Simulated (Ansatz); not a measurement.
Reaction (cleavage of the B–Si bond): `OB([SiH3])O[SiH3]` + HCl → `OB(Cl)O[SiH3]` + SiH₄

Gas-phase electronic energies from Ansatz, PBE0-D4/def2-TZVP geometries. CCSD(T)/CBS adds triple-zeta CCSD(T) − MP2 to the extrapolated MP2 energy (def2 sets, frozen cores). This one scheme is used for every species. Functionals use def2-TZVPP. B3LYP here is the variant with VWN-RPA as its local correlation; programs differ in this. One conformer a species, not always the lowest.

```
         level  ΔE (kJ/mol)
         B3LYP       -110.7
CCSD/CBS(def2)       -107.6
```

What does CCSD(T)/CBS give? (An estimate is asked.)

The calculation gave: -105.7 kJ/mol. The listed levels differ from it by -5.0, -1.9 kJ/mol.

Largest T1 diagnostic among the species: 0.014.

In def2-TZVPP, CCSD(T) changes the Hartree–Fock value by +21.3 kJ/mol (the triples alone add +1.9 kJ/mol) and MP2 by +13.5 kJ/mol. The D4 term adds +4.3 kJ/mol with B3LYP and +2.7 kJ/mol with PBE0; it sums over pairs of atoms, weighted by their polarisabilities, and B3LYP, whose exchange is more repulsive, gets the larger term. From PBE to PBE0 (25 % exact exchange), in def2-TZVPP and without D4, ΔE moves by −5.5 kJ/mol.
